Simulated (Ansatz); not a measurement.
Abridged output of a molecular run in Ansatz:

```
Functional definition: HF
1560 factors; integrals over basis functions are off by at most 1.3e-3 eV
mean field evaluation 1: about -31345.6136 eV, gradient 6.1e1 eV
mean field evaluation 2: about -31345.8369 eV, gradient 6.1e1 eV
mean field evaluation 4: about -31355.2913 eV, gradient 1.2e1 eV
mean field evaluation 8: about -31355.7117 eV, gradient 4.5e-1 eV
mean field evaluation 16: about -31355.7367 eV, gradient 1.6e-6 eV
mean field -31355.73667125 eV, -1152.3020689866 hartree, gradient 1.6e-6 eV, S^2 0.000000; 2 other end points of the search recorded, 0 dependent functions left out
12 core orbitals not correlated: weight in the atoms' cores, before any rotation towards them, 1.000 or more for the frozen orbitals, at most 0.000 for the correlated occupied ones
reference -31355.73667125 eV, -1152.3020689866 hartree; 23, 23 occupied and 114, 114 virtual orbitals, 1560 factors
second order -33.81555562 eV of doubles, -0.00000000 eV of singles
cycle   1  -32.79695389 eV  change     1.0e0 eV  update   2.5e-1
cycle   2  -33.99894840 eV  change    -1.2e0 eV  update   1.5e-1
cycle   3  -34.43344480 eV  change   -4.3e-1 eV  update   5.5e-2
cycle   4  -34.50229342 eV  change   -6.9e-2 eV  update   1.8e-2
cycle   5  -34.50436666 eV  change   -2.1e-3 eV  update   6.2e-3
cycle   6  -34.50859339 eV  change   -4.2e-3 eV  update   3.3e-3
cycle   7  -34.50978311 eV  change   -1.2e-3 eV  update   9.6e-4
cycle   8  -34.50980386 eV  change   -2.1e-5 eV  update   6.8e-4
cycle   9  -34.50992228 eV  change   -1.2e-4 eV  update   2.6e-4
cycle  10  -34.51008465 eV  change   -1.6e-4 eV  update   1.5e-4
cycle  11  -34.50984965 eV  change    2.4e-4 eV  update   6.3e-5
cycle  12  -34.50975080 eV  change    9.9e-5 eV  update   2.8e-5
cycle  13  -34.50977249 eV  change   -2.2e-5 eV  update   1.1e-5
perturbative correction -1.85011167 eV, -0.0679903498 hartree
Total energy: -31392.09655541 eV, -1153.6382700839 hartree
```

Its atoms:

Cartesian coordinates in Å:
```
C 2.341 -1.722 -1.228
C 1.576 -0.968 -0.659
Ti 0.270 0.266 0.268
O 1.122 1.355 1.329
C -1.054 -0.821 1.341
C -1.859 -1.487 1.962
C -0.755 1.334 -1.109
C -1.382 1.952 -1.947
H 3.008 -2.386 -1.731
H 1.236 2.065 1.959
H -2.568 -2.075 2.501
H -1.935 2.487 -2.686
```

Question: Which basis set was used?
A. def2-SVP
B. cc-pV(T+d)Z
C. def2-TZVPP
D. cc-pV(Q+d)Z

Answer: A. It gives 149 functions.

Question: Write the keys of the input that set method, charge and spin (a neutral closed shell needs none for the last two).

Answer: 
```yaml
correlation: {method: ccsd_t}
```
